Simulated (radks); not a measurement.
Removal energies from the tin ion Sn5+, [Kr] 4d9, by Delta-SCF beside the eigenvalue of the level emptied. All-electron calculation, scalar-relativistic Kohn-Sham, BLYP, spin-polarised, spherical densities, finite nucleus; Fermi nuclear charge, rms radius of each element as measured or else 0.836 A^(1/3) + 0.57 fm. Program: a radial shooting solver on a logarithmic mesh with Libxc functionals. Open shells are filled with parallel spins first.

| removed from | final configuration | Delta-SCF (eV) | -eigenvalue (eV) |
|---|---|---|---|
| 4d | [Kr] 4d8 | 95.517 | 85.934 |
| 4p | [Ar] 3d10 4s2 4p5 4d9 | 161.87 | 151.25 |
| 4s | [Ar] 3d10 4s1 4p6 4d9 | 206.98 | 195.89 |
| 3d | [Ar] 3d9 4s2 4p6 4d9 | 561.18 | 537.62 |
